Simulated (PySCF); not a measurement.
**Radial density of Kr²⁺ (krypton, charge +2)**

M06-2X, [Ar] 3d10 4s2 4p4, high-spin 3P determinant. All numbers are calculated (PySCF 2.14, the spin-free X2C one-electron Hamiltonian (Gaussian nucleus), in Sapporo-DKH3-DZP-2012 (6s5p3d1f, 43 functions)).

| r (bohr) | 4πr²ρ (e/bohr) | 4πr²(ρα − ρβ) |
| --- | --- | --- |
| 0.000778 | 0.4425 | 0.0000 |
| 0.00131 | 1.076 | 0.0000 |
| 0.00220 | 2.569 | 0.0000 |
| 0.00370 | 5.847 | 0.0001 |
| 0.00623 | 12.56 | 0.0002 |
| 0.0105 | 24.13 | 0.0009 |
| 0.0176 | 38.24 | 0.0039 |
| 0.0297 | 44.81 | 0.0170 |
| 0.0499 | 38.07 | 0.0595 |
| 0.0839 | 42.39 | 0.1227 |
| 0.141 | 52.88 | 0.0583 |
| 0.237 | 31.73 | 0.0197 |
| 0.399 | 36.83 | 0.2957 |
| 0.672 | 21.20 | -0.0011 |
| 1.13 | 5.802 | 1.0645 |
| 1.90 | 3.246 | 1.1341 |
| 3.20 | 0.2962 | 0.1078 |
| 5.38 | 0.001093 | 0.0000 |

Densities and radii are taken from the X2C orbitals without a picture-change correction, which distorts them close to the nucleus.
